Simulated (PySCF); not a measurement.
SMILES [GeH3][O]CC (C2H8GeO), singlet, PBE0/def2-SVP optimised geometry. Atoms within 1.6 Å of the plane z = 0.0 Å (x, y, z in Å): Ge1 (-1.87, -0.47, 0.00), O2 (-0.09, -0.47, 0.00), C3 (0.62, 0.13, -1.06), C4 (2.10, -0.01, -0.81), H5 (-2.38, 0.99, 0.00), H6 (-2.38, -1.20, -1.26), H7 (-2.26, -1.21, 1.28), H9 (0.35, 1.21, -1.15), H10 (2.38, -1.07, -0.74), H12 (2.38, 0.48, 0.14).

Calculation: PBE0/def2-TZVP run with PySCF. Cells within 0.4 Å of a nucleus heavier than hydrogen are left out (blank, or x).

Map of the HOMO amplitude (bohr^(-3/2)), clipped to [-0.25, 0.25] on the plane z = 0.0 Å; orbital energy -7.67 eV, overall sign arbitrary:

```
|444444444444444444444444444|
|444444444444444444444444444|
|444444444444444444444444444|
|444444444444444444444444444|
|444444444444444444444444444|
|444444444444444444444444444|
|444444444444444444444444444|
|444444444444444444444444444|
|444444444444444444444444444|
|444443334444444444455554444|
|444443234445554444555555444|
|444443334455555544555555444|
|444444344456776555555555444|
|444444454457997555555554444|
|4444444xx455xx6554455444444|
|4444454xx543xx2444444444444|
|444555555442002344444444444|
|444555555443223344444444444|
|444555555444334444444444444|
|444555554444444444444444444|
|444455544444444444444444444|
|444444444444444444444444444|
|444444444444444444444444444|
|444444444444444444444444444|
|444444444444444444444444444|
|444444444444444444444444444|
|444444444444444444444444444|
```
Scale: ten equal steps from -0.240 (start of '0') to 0.250 (end of '9'), in the order '0123456789'; x runs from -4.50 to 4.50, y from -4.50 (bottom) to 4.50 (top).
